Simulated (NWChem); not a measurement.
# silicon monosulfide (SiS, singlet); SMILES [Si]=S

All runs: NWChem. Pople sets run with spherical d functions. Low-valent species are run as closed-shell singlets; no triplet was tried in these runs. All runs use the structure optimised with PBE0/def2-SVP.

Q: Estimate the computed values for PBE/6-31G*. Quantities: highest occupied level (eV); orbital gap (eV); dipole (D).

A: 
```
Property                     Value
---------------------------  -----
highest occupied level (eV)  -6.94
orbital gap (eV)              3.81
dipole (D)                    1.53
```
